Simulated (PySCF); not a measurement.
**Zinc: a sound run and one with changed settings**

Sound run: Zn [Ar] 3d10 4s2, Zn⁺ [Ar] 3d10 4s1. All numbers are calculated (PySCF 2.14, no relativity, point nucleus, in 6-31G* (5s4p2d1f, 34 functions)). In the sound run the correlated levels freeze [Ar]. The sound run starts from symmetry-adapted Hartree-Fock orbitals and uses a fine grid where one is needed.

A second run was set up differently.

```tsv
species	method	sound run (hartree)	changed run (hartree)	converged
Zn	UHF	-1777.48110	-1777.48110	yes
Zn	LDA	-1776.12653	-1776.12653	no
Zn	PBE	-1778.75257	-1778.75257	no
Zn	MP2	-1777.72777	-1777.72777	yes
Zn	CCSD(T)	-1777.72146	-1777.72146	yes
Zn⁺	UHF	-1777.20913	-1777.20872	no
Zn⁺	LDA	-1775.79266	-1775.79266	no
Zn⁺	PBE	-1778.42925	-1778.42924	no
```

What was changed?
A. basis contracted for another Hamiltonian
B. a valence shell is frozen
C. too few SCF iterations
D. angular grid far too coarse

C. It used initial guess atom, at most 3 SCF cycles. The SCF was stopped early; the energies are upper bounds that still move, and correlated levels were skipped or rest on poor orbitals.
